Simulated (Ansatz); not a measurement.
C3H9NSi, SMILES `C/C=C/[SiH2]N`, relaxed with RKS PBE0-D4/def2-TZVP in Ansatz 0.2.0 from a PBE-D4/def2-SVP geometry. The force threshold is 0.005 eV/Å; the program also tests the step.

Total charge 0; spin multiplicity 1.

Start:

```xyz
14

C     2.244   -0.119    1.319
C     1.194   -0.263    0.259
C    -0.145   -0.197    0.445
Si   -1.383   -0.389   -0.942
N    -2.421    1.019   -0.986
H     2.926    0.730    1.090
H     2.890   -1.023    1.364
H     1.804    0.048    2.322
H     1.576   -0.442   -0.766
H    -0.519   -0.013    1.472
H    -0.569   -0.684   -2.190
H    -2.316   -1.554   -0.726
H    -3.295    0.955   -1.515
H    -1.987    1.932   -1.145
```

Q: By how much does the energy fall, and how many steps does the optimiser take? (An estimate is asked.)

A: Computed: 7.02 kJ/mol, in 8 steps.

Q: Which bonds change most? (Estimate.)

A: Ansatz gave: Si4–N5 from 1.750 to 1.721 Å; Si4–H11 from 1.519 to 1.497 Å; C3–Si4 from 1.870 to 1.850 Å; C2–C3 from 1.353 to 1.334 Å.

Q: Give the relaxed structure. (Estimate.)

A: The calculation gave: 
```xyz
14

C     2.223   -0.123    1.307
C     1.178   -0.259    0.254
C    -0.140   -0.184    0.446
Si   -1.358   -0.380   -0.933
N    -2.383    1.000   -1.016
H     2.903    0.703    1.076
H     2.840   -1.026    1.359
H     1.783    0.053    2.290
H     1.549   -0.437   -0.756
H    -0.500   -0.002    1.459
H    -0.545   -0.658   -2.159
H    -2.277   -1.533   -0.724
H    -3.285    0.927   -1.457
H    -1.989    1.918   -1.145
```
